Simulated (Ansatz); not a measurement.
Ansatz results at the PBE0-D4/def2-TZVP geometry: LUMO energy (PBE/def2-TZVPP) -1.94 eV; HOMO energy (ωB97M-V/def2-TZVPP) -9.75 eV; size of the dipole moment (ωB97M-V/def2-TZVPP) 3.01 D.

Each molecule was computed in one conformer, which needn't be the lowest.

(1) Which molecule gave them?
A. `O=CCOCO`
B. `C1NC[SiH2]N1`
C. `CC#CBO`
D. `COC=C(O)O`

Answers

(1) A. The others give `CC#CBO`: -1.80, -9.74, 0.51; `COC=C(O)O`: 0.24, -8.05, 1.06; `C1NC[SiH2]N1`: -0.24, -8.72, 1.09.
